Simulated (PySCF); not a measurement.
Job file and geometry (Å, from GFN2-xTB) of an NMR shielding run on `B[C@@](C)(CC=C)[SiH2]CC`, C7H17BSi, GIAO PBE0/pcSseg-1 NMR shielding, non-relativistic, gas phase in PySCF 2.14.0, density-fitted response routines; density fitting, a coarse starting grid and PySCF grid level 2 are the driver's defaults:

```
$ OMP_NUM_THREADS=1 python probes_run.py task.json out

{"job": {"kind": "nmr", "xc": "PBE0", "basis": "pcSseg-1"}, "charge": 0, "multiplicity": 1}
B     -0.497624    -1.226406     1.405003
C     -0.530106    -0.655704    -0.032175
C     -1.059487    -1.600395    -1.113393
C     -1.207846     0.718338    -0.185315
C     -2.672199     0.614818     0.100499
C     -3.633339     0.923706    -0.749693
Si     1.366827    -0.428339    -0.381656
C      2.225985     0.776035     0.811708
C      3.707471     0.936177     0.490461
H     -0.499313    -0.510201     2.332850
H     -0.415965    -2.381614     1.578924
H     -0.585151    -2.575622    -1.044047
H     -2.134075    -1.736024    -0.998047
H     -0.880473    -1.203360    -2.112409
H     -1.059424     1.113460    -1.194410
H     -0.767295     1.421221     0.526944
H     -2.912481     0.233861     1.085749
H     -3.417270     1.295243    -1.738644
H     -4.676255     0.825949    -0.497842
H      1.457454     0.103788    -1.753197
H      2.053867    -1.727500    -0.349432
H      1.750833     1.757559     0.770528
H      2.121221     0.424889     1.839446
H      3.840858     1.302917    -0.524097
H      4.220523    -0.018540     0.572011
H      4.182220     1.638359     1.173509
```

Q: What does the program print?

A: 
```
coarse grid: 20856 points
cycle   1  E = -590.5972774647  dE =  6.307e-01  |g| = 5.084e-01  |ddm| = 4.352e+00
cycle   2  E = -590.5845741773  dE =  1.270e-02  |g| = 5.637e-01  |ddm| = 9.776e-01
cycle   3  E = -590.6685885223  dE = -8.401e-02  |g| = 5.511e-02  |ddm| = 5.654e-01
cycle   4  E = -590.6690338463  dE = -4.453e-04  |g| = 3.535e-02  |ddm| = 8.004e-02
cycle   5  E = -590.6693314016  dE = -2.976e-04  |g| = 9.730e-03  |ddm| = 3.646e-02
cycle   6  E = -590.6693551159  dE = -2.371e-05  |g| = 2.448e-03  |ddm| = 1.016e-02
cycle   7  E = -590.6693565615  dE = -1.446e-06  |g| = 5.286e-04  |ddm| = 2.609e-03
final grid: 192920 points
cycle   8  E = -590.7229567906  dE = -6.784e-05  |g| = 9.903e-03  |ddm| = 4.491e-02
cycle   9  E = -590.7229476544  dE =  9.136e-06  |g| = 1.158e-02  |ddm| = 1.997e-02
cycle  10  E = -590.7229828264  dE = -3.517e-05  |g| = 1.295e-03  |ddm| = 1.124e-02
cycle  11  E = -590.7229832081  dE = -3.817e-07  |g| = 4.214e-04  |ddm| = 1.406e-03
cycle  12  E = -590.7229832506  dE = -4.254e-08  |g| = 1.076e-04  |ddm| = 4.056e-04
cycle  13  E = -590.7229832534  dE = -2.847e-09  |g| = 2.980e-05  |ddm| = 1.236e-04
cycle  14  E = -590.7229832537  dE = -2.062e-10  |g| = 8.336e-06  |ddm| = 3.757e-05
converged SCF energy = -590.7229832537

GIAO shielding tensors (ppm)
atom      isotropic    diamagn.    paramagn.     s11        s22        s33       span
  0 B       16.243     197.646    -181.403    -65.647     -8.669    123.044    188.691
  1 C      134.932     257.990    -123.058     81.924    142.060    180.811     98.886
  2 C      164.045     247.867     -83.822    141.456    167.489    183.190     41.733
  3 C      136.775     250.085    -113.310    123.004    137.475    149.846     26.842
  4 C       34.765     257.542    -222.777    -79.770     41.848    142.219    221.989
  5 C       64.270     252.810    -188.540    -51.020     86.685    157.144    208.164
  6 Si     377.121     884.408    -507.287    320.846    356.188    454.327    133.481
  7 C      180.358     256.436     -76.078    170.224    180.028    190.822     20.599
  8 C      175.654     243.564     -67.910    167.787    169.831    189.345     21.558
  9 H       24.031      33.754      -9.722     14.895     27.619     29.580     14.684
 10 H       24.197      33.158      -8.961     16.192     27.748     28.651     12.459
 11 H       30.041      31.741      -1.699     25.843     27.947     36.333     10.490
 12 H       29.610      31.831      -2.221     24.409     29.062     35.358     10.949
 13 H       31.009      32.461      -1.452     27.582     28.915     36.530      8.947
 14 H       29.693      35.797      -6.103     26.200     29.721     33.160      6.960
 15 H       28.318      35.098      -6.780     23.307     29.527     32.121      8.814
 16 H       25.998      32.447      -6.449     22.879     25.621     29.493      6.614
 17 H       26.300      31.882      -5.583     22.422     25.740     30.737      8.316
 18 H       26.410      27.673      -1.263     23.004     25.456     30.770      7.766
 19 H       27.913      32.837      -4.924     24.679     27.635     31.425      6.746
 20 H       27.701      32.607      -4.906     23.734     27.222     32.147      8.413
 21 H       30.714      35.230      -4.515     25.143     31.125     35.875     10.732
 22 H       31.274      34.170      -2.896     25.376     31.261     37.185     11.809
 23 H       30.946      28.396       2.550     26.173     29.457     37.209     11.037
 24 H       30.873      27.818       3.054     26.058     29.270     37.289     11.231
 25 H       30.288      26.285       4.004     24.914     27.642     38.309     13.394
```

Size and cost of the density-fitted run: 245 basis functions, 3.6 min wall time on 1 thread of an Intel Xeon, shared host; peak memory 1.1 GiB.
